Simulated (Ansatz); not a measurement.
The first iterations of a band of F$_{2}$H$_{5}$NOSZr (11 atoms, charge 0, multiplicity 1).

The calculation used RKS PBE0/def2-SVP (Ansatz).

```yaml
movable_images: 5
climbing_image: yes
spring: 5.0 eV/Å²
optimiser: quadratic models (default)
start_path: through a guess of the saddle point
force_threshold: 0.03 eV/Å
iteration_limit: 60
end_points: relaxed
```

Initial state:

```xyz
11
Properties=species:S:1:pos:R:3
Zr -0.095 -0.118 0.280
N 0.198 -0.208 2.289
H 0.223 -1.051 2.859
H 0.528 0.570 2.858
F 1.663 -0.098 -0.493
F -0.612 1.658 -0.289
O -0.752 -1.825 -0.357
H -0.802 -2.513 -1.020
S -3.057 0.124 0.695
H -3.249 -0.785 1.673
H -3.088 1.167 1.551
```

Final state:

```xyz
11
Properties=species:S:1:pos:R:3
Zr -0.728 -0.008 0.061
N -0.264 -0.326 2.439
H -0.040 -1.301 2.639
H 0.556 0.232 2.681
F 0.818 1.115 0.310
F -1.303 0.526 -1.686
O -0.294 -1.869 -0.133
H -0.289 -2.750 -0.506
S -2.916 0.521 1.156
H -3.566 0.834 0.014
H -1.017 -0.052 3.071
```

| iteration | highest image above the first end (eV) | largest band force component (eV/Å) |
| --- | --- | --- |
| 1 | 7.944 | 46.627 |
| 2 | 2.512 | 5.894 |
| 3 | 1.467 | 2.588 |
| 4 | 0.949 | 1.257 |
| 5 | 0.592 | 0.963 |
| 6 | 0.284 | 0.974 |
| 7 | 0.223 | 1.808 |
| 8 | 0.192 | 0.628 |
| 9 | 0.170 | 0.443 |
| 10 | 0.245 | 0.651 |
| 11 | 0.213 | 0.525 |
| 12 | 0.200 | 0.294 |

Problem. Does the band converge within its limit, and where does its top end?

Solution. The run converged. It ended after 38 iterations with the highest image 0.181 eV above the first end. A vibrational analysis at the climbing image gives one clearly imaginary mode, 541i cm⁻¹: a first-order saddle point. The orbitals stay closed-shell, which can raise the energy where a bond breaks towards radicals; this wasn't checked here.

Time of the run: 13 min on 4 threads of Intel(R) Xeon(R) Platinum 8259CL CPU @ 2.50GHz (Skylake/Cascade Lake) (shared host), peak memory 0.41 GiB.
